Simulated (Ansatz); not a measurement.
Ansatz (an electronic-structure program) input file for VOF2, SMILES [O]=[V+]([F])[F], charge +1, multiplicity 1, PBE/def2-SVPD. Geometry optimised at B3LYP-D3(BJ)/def2-SVP. The multiplicity is an assumed one; other spin states were not compared. The isomer is the one that the SMILES or the coordinates give; other isomers of the formula were not compared.

Ansatz 0.2 input:
```yaml
crystal:
  periodic: [false, false, false]
  atoms:
    - {symbol: V, position_ang: [-0.27626548, -0.04177274, -0.00000000]}
    - {symbol: O, position_ang: [0.27332785, -1.45891546, -0.00000001]}
    - {symbol: F, position_ang: [0.23152684, 0.70178314, 1.40236105]}
    - {symbol: F, position_ang: [0.23152684, 0.70178316, -1.40236104]}
basis:
  gaussian:
    orbitals: def2-SVPD
hamiltonian:
  xc: {name: PBE}
total_charge: 1
```

Program output:

```
WARN ansatz: RAYON_NUM_THREADS=1 ignored (pool sized by the plan → 1); use --threads N
Functional definition: PBE
integrals: 0.04 GiB planned
956 factors; their error is unknown
mean field: 0.28 GiB planned
mean field evaluation 1: about -33110.8350 eV, gradient 1.4e2 eV
mean field evaluation 2: about -32484.9718 eV, gradient 5.1e2 eV
mean field evaluation 4: about -33126.5736 eV, gradient 1.0e2 eV
mean field evaluation 8: about -33141.6137 eV, gradient 2.2e0 eV
mean field evaluation 16: about -33141.5925 eV, gradient 1.7e-4 eV
mean field -33141.59253299 eV, -1217.9310614093 hartree, gradient 2.8e-5 eV, S^2 0.000000; 0 other end points of the search recorded, 0 dependent functions left out
reference -33141.59258211 eV, -1217.9310632142 hartree; 24, 24 occupied and 79, 79 virtual orbitals, 956 factors
Total energy: -33141.59258211 eV, -1217.9310632142 hartree
```

The run converged.
